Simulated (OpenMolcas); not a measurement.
Rh4+ among 4 point charges of -1.3 e arranged as a tetrahedron (Td), 2.02 Å from the ion.

```
Program             : OpenMolcas
Method              : CASSCF
Basis               : ANO-RCC-VTZP [7s6p4d2f1g]
Scalar Hamiltonian  : DKH2, point nucleus
Active space        : 5 electrons in 5 orbitals (4d)
State averaging     : 2S+1 = 6 even, 1 root; 2S+1 = 4 even, 24 roots; 2S+1 = 2 even, 75 roots
Spin-orbit coupling : RASSI with atomic mean-field integrals over the reference wave functions
```

What is the spin-free ground state (labels of Td)?

6A1, 1-fold in its orbital part, 100 % from free-ion S terms; it has the highest spin that d5 allows.

What are the lowest two levels with spin-orbit coupling?

A 6-fold level, then a 4-fold level Γ8 29732 cm-1 above it. Their leading multiplicities are 6 (99 %) and 4 (97 %).

What is χT at 300 K, and how does it compare with the textbook value?

The lowest level has 2S+1 = 6, for which the spin-only value is χT = S(S+1) / 2 = 4.375 cm3 K/mol (g = 2). The computed 4.370 at 300 K differs by -0.005, through a little spin-orbit mixing out of the ground term, against the free-electron g of 2.0023, which raises it.

Which ligand-field parameters describe the states?

A least-squares ligand-field fit to the states below 45000 cm-1, each weighted by its degeneracy and with a free common offset, gives 10Dq = -1628 cm-1 (negative for this site), B = 1003 cm-1 and C = 4081 cm-1 (C/B = 4.07), with an rms deviation of 22 cm-1. 

Without dynamic correlation the repulsion within the d shell is too large (B by tens of per cent), so at a given field states of lower spin stand too high. Point charges give a weaker field than real ligands, and real ions of this kind are as a rule low spin; the high spin found here belongs to the model. This is an electrostatic model: the charges have no orbitals. No measured value stands beside these numbers.
